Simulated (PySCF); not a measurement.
# Potential energy of GaH⁺ along the bond

Set-up: Ga aug-cc-pVDZ-PP with ECP10, H aug-cc-pVDZ; scalar-relativistic core potentials (PySCF 2.14). Energies in eV from Ga⁺ + H in their ground configurations at the same level. State: ²Σ⁺ (doublet), unpaired electrons σ ↑.

```csv
R (Å),UHF,UHF-CCSD,TPSS,r²SCAN0
1.454,0.0668,,-0.3648,-0.3711
1.522,-0.0563,-0.2492,-0.5079,-0.4998
1.589,-0.1127,-0.3088,-0.5859,-0.5652
1.640,-0.1254,-0.3241,-0.6141,-0.5852
1.691,-0.1217,-0.3219,-0.6240,-0.5878
1.742,-0.1082,-0.3078,-0.6208,-0.5784
1.809,-0.0832,-0.2780,-0.6034,-0.5539
1.894,-0.0514,-0.2339,-0.5691,-0.5129
1.995,-0.0221,-0.1836,-0.5191,-0.4581
2.131,-0.0021,,-0.4475,-0.3862
```

Put a parabola through the three lowest points of the UHF curve and estimate Re, k and ωe (reduced mass 0.9933 u; 1 eV/Å² = 0.16022 mdyn/Å; ωe = 1302.8·√(k/μ) cm⁻¹).

Through R = 1.589, 1.64, 1.691 Å the second-order coefficient is 3.15 eV/Å², so Re ≈ 1.654 Å, k ≈ 1.01 mdyn/Å and ωe ≈ 1314 cm⁻¹. A polynomial fit of higher order to the unrounded UHF energies gives Re = 1.651 Å, k = 0.913 mdyn/Å, ωe = 1249 cm⁻¹; anharmonicity and rounding make the difference.

The higher-order fit for each curve: UHF: Re = 1.651 Å, ωe = 1249 cm⁻¹, De = 0.126 eV; UHF-CCSD: Re = 1.657 Å, ωe = 1280 cm⁻¹, De = 0.325 eV; TPSS: Re = 1.702 Å, ωe = 1126 cm⁻¹, De = 0.62 eV; r²SCAN0: Re = 1.674 Å, ωe = 1198 cm⁻¹, De = 0.59 eV.

Correlated steps freeze 4 core orbitals. Correlated levels converge slowly with the basis: in double zeta they bind strong bonds too weakly, by up to about 1 eV, and carry superposition errors of some tenths. Spin–orbit coupling is left out. For an ion De counts to the pair picked by the measured ionisation energies or electron affinities, which need not be the lowest pair at this level. The state was picked by a PBE0 search and need not be the measured ground state.
